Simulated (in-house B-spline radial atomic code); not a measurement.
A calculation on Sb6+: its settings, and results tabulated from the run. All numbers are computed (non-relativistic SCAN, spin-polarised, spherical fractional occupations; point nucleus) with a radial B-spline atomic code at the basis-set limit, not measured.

Command:
```bash
python run_scf.py task.json out
```
Settings:
```
Z                51
configuration    [Kr] 4d9
hamiltonian      nr
method           scan,scan
spin_polarised   True
```

Output (hartree, bohr):
```
 radial grid: 49 intervals, B-splines of order 8, outer radius 15.5224 bohr

 iter        energy (Eh)    residual
    1       -6307.344126    1.56e-01
    2       -6307.353740    1.63e-03
    3       -6307.353741    8.52e-04
    4       -6307.353742    4.47e-04
    5       -6307.353742    2.19e-05
    6       -6307.353742    8.94e-07
    7       -6307.353742    1.82e-07

 total energy                     -6307.35374
 kinetic                            6305.1460
 electron-nucleus                 -14855.4852
 Hartree                            2407.2596
 exchange-correlation               -164.2741

 orbital      occ     eigenvalue          <r>       <r^2>       <1/r>     <1/r^2>       r_max
 1s up      1.000     -1076.9038    0.0298234   0.0011898     50.4674        5112     0.01975
 1s down    1.000     -1076.9033    0.0298234  0.00118979     50.4675        5112     0.01975
 2s up      1.000      -163.1661     0.128586   0.0194232      11.567     543.624      0.1091
 2s down    1.000      -163.1551     0.128585   0.0194229     11.5672     543.646      0.1091
 2p up      3.000      -152.9248     0.109693   0.0146309     11.5586     180.938     0.08554
 2p down    3.000      -152.9153     0.109691   0.0146303     11.5589     180.946     0.08554
 3s up      1.000       -34.5079     0.342941    0.134263     4.19881     108.194      0.3118
 3s down    1.000       -34.5022     0.342914     0.13423     4.19871     108.181      0.3118
 3p up      3.000       -30.2290     0.334126    0.129332     4.11252     35.7491      0.2987
 3p down    3.000       -30.2219     0.334096    0.129295     4.11245     35.7458      0.2987
 3d up      5.000       -22.3469     0.305424    0.110435     3.96795     19.6873      0.2453
 3d down    5.000       -22.3352     0.305403    0.110404     3.96785     19.6855      0.2453
 4s up      1.000        -8.0942     0.814414    0.747494     1.68482     22.6401      0.7484
 4s down    1.000        -8.0445     0.814566    0.747888      1.6847     22.6398      0.7483
 4p up      3.000        -6.6197     0.853354    0.826979     1.58523     7.26963      0.7718
 4p down    3.000        -6.5704     0.853729    0.827917     1.58484     7.26745      0.7717
 4d up      5.000        -4.1296     0.966859     1.08358     1.35992     3.37597      0.8309
 4d down    4.000        -4.0826     0.968856     1.08886     1.35793     3.36844      0.8308
```

Time taken, with all properties: 0.2 s on 1 thread of Arm Neoverse V2, on a shared host.
